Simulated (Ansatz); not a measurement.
A geometry relaxed with PBE-D3(BJ)/def2-TZVP run with Ansatz (a quantum-chemistry and plane-wave program), charge 0, multiplicity 1:

```xyz
8

H     -1.6492     0.2890     1.4138
C      0.2037     0.0129     0.0061
S      1.9643     0.0545    -0.2004
H     -1.6814    -0.3370    -0.9088
C     -0.5988    -0.3076    -1.0216
H      2.2659     0.4124     1.0693
H     -0.1843    -0.5478    -2.0005
S     -0.3202     0.4236     1.6421
```

**Question.** Write the SMILES of this molecule.

**Answer.** `C=C(S)S`
